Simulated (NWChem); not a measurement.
System: CH$_{6}$ClNOSi; SMILES C([Si@@H](Cl)O)N

The following NWChem deck was run.

```
start job
memory heap 200 mb stack 900 mb global 1100 mb
geometry units angstroms noautoz
  N      0.420141    -2.605370    -0.035046
  C      0.919012    -1.251722    -0.263186
  Si    -0.256051     0.065751     0.381755
  O     -1.769530    -0.118421    -0.278505
  Cl     0.488657     1.957485    -0.061151
  H      0.357861    -2.806196     0.961530
  H     -0.524278    -2.705204    -0.404245
  H      1.098702    -1.098202    -1.342583
  H      1.912002    -1.137805     0.204429
  H     -0.461493    -0.050521     1.848008
  H     -1.878808     0.117209    -1.204966
end
basis spherical
  * library def2-svp
end
dft
  xc xtpss03 ctpss03
  iterations 150
  mulliken
end
task dft energy
```

Parts of the log:

```
             Northwest Computational Chemistry Package (NWChem) 7.3.0
             --------------------------------------------------------

 C1  symmetry detected

                             Geometry "geometry" -> ""
                             -------------------------

 Output coordinates in angstroms (scale by  1.889725989 to convert to a.u.)

  No.       Tag          Charge          X              Y              Z
 ---- ---------------- ---------- -------------- -------------- --------------
    1 N                    7.0000     0.48554608    -2.59228935    -0.03647503
    2 C                    6.0000     0.94739399    -1.22938369    -0.28641042
    3 Si                  14.0000    -0.23898104     0.06577537     0.38256968
    4 O                    8.0000    -1.76539910    -0.15656039    -0.23476004
    5 Cl                  17.0000     0.45056801     1.97068220    -0.09205156
    6 H                    1.0000     0.45504757    -2.78781163     0.96263181
    7 H                    1.0000    -0.46611752    -2.71565661    -0.37899351
    8 H                    1.0000     1.09403188    -1.07908324    -1.37124307
    9 H                    1.0000     1.94996919    -1.09019630     0.15306636
   10 H                    1.0000    -0.40162683    -0.04528478     1.85458715
   11 H                    1.0000    -1.90521959     0.07039067    -1.15927970

 Effective nuclear repulsion energy (a.u.)     297.0947225170

                                 NWChem DFT Module
                                 -----------------

 Summary of "ao basis" -> "ao basis" (spherical)
 ------------------------------------------------------------------------------
       Tag                 Description            Shells   Functions and Types
 ---------------- ------------------------------  ------  ---------------------
 N                          def2-svp                 6       14   3s2p1d
 C                          def2-svp                 6       14   3s2p1d
 Si                         def2-svp                 8       18   4s3p1d
 O                          def2-svp                 6       14   3s2p1d
 Cl                         def2-svp                 8       18   4s3p1d
 H                          def2-svp                 3        5   2s1p

            General Information
            -------------------
          SCF calculation type: DFT
          Wavefunction type:  closed shell.
          No. of atoms     :    11
          No. of electrons :    58
           Alpha electrons :    29
            Beta electrons :    29
          Charge           :     0
          Spin multiplicity:     1
          Use of symmetry is: off; symmetry adaption is: off
          Maximum number of iterations: 150
          AO basis - number of functions:   108
                     number of shells:    52
          Convergence on energy requested:  1.00D-06
          Convergence on density requested:  1.00D-05
          Convergence on gradient requested:  5.00D-04

              XC Information
              --------------
                  TPSS metaGGA Exchange Functional  1.000
             TPSS03 metaGGA Correlation Functional  1.000

             Grid Information
             ----------------
          Grid used for XC integration:  medium
          Radial quadrature: Mura-Knowles
          Angular quadrature: Lebedev.
          Tag              B.-S. Rad. Rad. Pts. Rad. Cut. Ang. Pts.
          ---              ---------- --------- --------- ---------
          N                   0.65       49          11.0       434
          C                   0.70       49          10.0       434
          Si                  1.10       88           9.0       590
          O                   0.60       49          10.0       434
          Cl                  1.00       88          12.0       590
          H                   0.35       45          11.0       434
          Grid pruning is: on
          Number of quadrature shells:   593
          Spatial weights used:  Erf1

      Superposition of Atomic Density Guess
      -------------------------------------

 Sum of atomic energies:        -917.61788357

      Non-variational initial energy
      ------------------------------

 Total energy =    -919.738223
 1-e energy   =   -1856.851191
 2-e energy   =     640.018246
 HOMO         =      -0.273490
 LUMO         =       0.064121

     ---------------------------------------------
      Total Density - Mulliken Population Analysis
     ---------------------------------------------

    Atom       Charge   Shell Charges
 -----------   ------   -------------------------------------------------------
    1 N    7     7.55   1.99  1.04  0.46  2.47  1.57  0.02
    2 C    6     6.28   1.99  0.95  0.26  1.97  1.06  0.04
    3 Si  14    12.88   2.00  1.99  0.94  0.13  5.93  0.93  0.69  0.27
    4 O    8     8.77   1.99  1.10  0.63  3.09  1.94  0.00
    5 Cl  17    17.43   2.00  1.99  1.22  0.72  5.94  2.16  3.38  0.01
    6 H    1     0.78   0.61  0.13  0.04
    7 H    1     0.78   0.61  0.13  0.04
    8 H    1     0.90   0.67  0.20  0.02
    9 H    1     0.89   0.67  0.19  0.02
   10 H    1     1.10   0.70  0.38  0.01
   11 H    1     0.66   0.52  0.07  0.06

   convergence    iter        energy       DeltaE   RMS-Dens  Diis-err
 ---------------- ----- ----------------- --------- --------- ---------
 d= 0,ls=0.0,diis     1   -921.0830537805 -1.22D+03  1.48D-02  7.53D-01
 d= 0,ls=0.0,diis     2   -920.9809099952  1.02D-01  9.51D-03  1.80D+00
 d= 0,ls=0.0,diis     3   -921.1652519069 -1.84D-01  2.19D-03  7.15D-02
 d= 0,ls=0.0,diis     4   -921.1707946504 -5.54D-03  1.08D-03  1.26D-02
 d= 0,ls=0.0,diis     5   -921.1724115061 -1.62D-03  1.88D-04  6.08D-04
  Resetting Diis
 d= 0,ls=0.0,diis     6   -921.1724737780 -6.23D-05  6.56D-05  8.02D-05
 d= 0,ls=0.0,diis     7   -921.1724826573 -8.88D-06  3.23D-05  2.67D-06
 d= 0,ls=0.0,diis     8   -921.1724821971  4.60D-07  1.96D-05  6.40D-06
 d= 0,ls=0.0,diis     9   -921.1724829834 -7.86D-07  2.20D-06  7.51D-08

         Total DFT energy =     -921.172482983357
      One electron energy =    -1860.943345112566
           Coulomb energy =      715.171768289233
    Exchange-Corr. energy =      -72.495628676984
 Nuclear repulsion energy =      297.094722516959

 Numeric. integr. density =       58.000009103966

                       DFT Final Molecular Orbital Analysis
                       ------------------------------------

 Vector   27  Occ=2.000000D+00  E=-2.820782D-01
              MO Center=  2.7D-01,  1.4D+00,  6.6D-03, r^2= 2.9D+00
   Bfn.  Coefficient  Atom+Function         Bfn.  Coefficient  Atom+Function
  ----- ------------  ---------------      ----- ------------  ---------------
    71      0.428320   5 Cl px               73     -0.373004   5 Cl pz
    68      0.316653   5 Cl px               70     -0.274337   5 Cl pz
    65      0.185041   5 Cl px               67     -0.160473   5 Cl pz
    51      0.153286   4 O  py               72     -0.144980   5 Cl py
    17     -0.140469   2 C  s                99      0.133611  10 H  s

 Vector   28  Occ=2.000000D+00  E=-2.759340D-01
              MO Center= -4.4D-01,  6.7D-01, -4.2D-02, r^2= 3.9D+00
   Bfn.  Coefficient  Atom+Function         Bfn.  Coefficient  Atom+Function
  ----- ------------  ---------------      ----- ------------  ---------------
    51      0.396324   4 O  py               73      0.330634   5 Cl pz
    54      0.292004   4 O  py               71      0.290872   5 Cl px
    70      0.246164   5 Cl pz               68      0.210821   5 Cl px
    67      0.143584   5 Cl pz               99     -0.130734  10 H  s
   100     -0.125746  10 H  s                65      0.123305   5 Cl px

 Vector   29  Occ=2.000000D+00  E=-1.922788D-01
              MO Center=  5.5D-01, -2.0D+00, -9.7D-02, r^2= 2.6D+00
   Bfn.  Coefficient  Atom+Function         Bfn.  Coefficient  Atom+Function
  ----- ------------  ---------------      ----- ------------  ---------------
     5     -0.321124   1 N  py                8      0.303339   1 N  py
     4      0.301386   1 N  px                7     -0.240184   1 N  px
     6     -0.219765   1 N  pz               31     -0.218733   3 Si s
    17     -0.208473   2 C  s                 9      0.175879   1 N  pz
     3     -0.166257   1 N  s                19     -0.164259   2 C  py

 Vector   30  Occ=0.000000D+00  E= 7.667073D-03
              MO Center= -7.2D-01, -5.3D-01, -2.7D-01, r^2= 5.1D+00
   Bfn.  Coefficient  Atom+Function         Bfn.  Coefficient  Atom+Function
  ----- ------------  ---------------      ----- ------------  ---------------
    49      0.695326   4 O  s               105     -0.629352  11 H  s
    39      0.513422   3 Si px                3      0.470386   1 N  s
    85     -0.363849   7 H  s                40      0.323326   3 Si py
    80     -0.285792   6 H  s                17      0.258827   2 C  s
    95     -0.229099   9 H  s                41      0.221021   3 Si pz

 Vector   31  Occ=0.000000D+00  E= 2.337174D-02
              MO Center= -3.4D-01,  3.0D-02,  1.2D-01, r^2= 4.9D+00
   Bfn.  Coefficient  Atom+Function         Bfn.  Coefficient  Atom+Function
  ----- ------------  ---------------      ----- ------------  ---------------
    40      0.660517   3 Si py                3      0.475836   1 N  s
    80     -0.456780   6 H  s                32      0.441416   3 Si s
    72      0.427533   5 Cl py               64     -0.386807   5 Cl s
    49     -0.382394   4 O  s               105      0.380781  11 H  s
    31      0.310902   3 Si s                37      0.278936   3 Si py

[...]
```

Level: TPSS/def2-SVP. All runs use the structure optimised with PBE0/def2-SVP.
